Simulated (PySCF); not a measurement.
Cd(NH2)(SMe) (CH5CdNS), SMILES [Cd]([S]C)[NH2].

Coordinates come from a PBE0-D3(BJ)/def2-SVP optimisation. The structure was generated by enumeration; whether it is a known compound was not checked. The def2 effective core potentials stand for the cores of Cd; spin–orbit coupling is left out. The values are those of a single conformer.

Level of theory: TDDFT-B3LYP/def2-SVPD (PySCF).

Vertical excitations. The molecule is in vacuum. State labels are in the subgroup Cs.

Computed excitation energies, oscillator strengths and character:
| state | symmetry | energy (eV) | λ (nm) | f | main pairs |
|---|---|---|---|---|---|
| S1 | A" | 4.14 | 300 | 0.014 | HOMO→LUMO 98 % |
| S2 | A' | 4.57 | 271 | 0.048 | HOMO−1→LUMO 90 % |
| S3 | A" | 4.62 | 268 | 0.000 | HOMO→LUMO+1 98 % |
| S4 | A' | 5.03 | 246 | 0.005 | HOMO→LUMO+2 80 %, HOMO−2→LUMO 18 % |
| S5 | A" | 5.24 | 236 | 0.003 | HOMO−1→LUMO+2 99 % |
| S6 | A' | 5.37 | 231 | 0.025 | HOMO−1→LUMO+1 88 % |
| S7 | A' | 5.83 | 213 | 0.168 | HOMO−2→LUMO 50 %, HOMO−2→LUMO+1 38 % |
| S8 | A' | 6.13 | 202 | 0.271 | HOMO−2→LUMO+1 57 %, HOMO−2→LUMO 25 % |
| S9 | A" | 6.21 | 200 | 0.018 | HOMO−2→LUMO+2 95 % |
| S10 | A" | 6.41 | 194 | 0.024 | HOMO→LUMO+3 90 % |
| T1 | A" | 3.82 | 324 | 0 | HOMO→LUMO 97 % |
| T2 | A' | 3.93 | 316 | 0 | HOMO−1→LUMO 96 % |
| T3 | A" | 4.43 | 280 | 0 | HOMO→LUMO+1 96 % |
| T4 | A' | 4.66 | 266 | 0 | HOMO→LUMO+2 89 % |
Triplets are in the Tamm–Dancoff approximation, which puts them higher than full response would, so one can lie above its singlet here.
